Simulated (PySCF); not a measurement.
Stepwise substitution at one centre (Sn Cl-H). Gas-phase values, no solvent. Strings in code marks are SMILES.

Computed with B3LYP-D3(BJ)/def2-TZVP in PySCF. All candidates: neutral, multiplicity 1. B3LYP has the VWN-RPA correlation part, as in Gaussian. Excitations are Tamm–Dancoff values on a coarser integration grid. The basis has no diffuse functions, so Rydberg states are missing or too high.

- S1 excitation (TDA) = 4.69 eV
- HOMO = -9.46 eV
- LUMO = -3.71 eV

### Question
Say which member has these values.
A) `[Cl][SnH]([Cl])[Cl]`
B) `[Cl][SnH2][Cl]`
C) `[Cl][Sn]([Cl])([Cl])[Cl]`
D) `[Cl][SnH3]`

### Answer
C, `[Cl][Sn]([Cl])([Cl])[Cl]`. The others give `[Cl][SnH]([Cl])[Cl]`: 5.26 eV, -9.11 eV, -2.77 eV; `[Cl][SnH2][Cl]`: 5.89 eV, -8.68 eV, -1.84 eV; `[Cl][SnH3]`: 6.00 eV, -8.34 eV, -1.23 eV
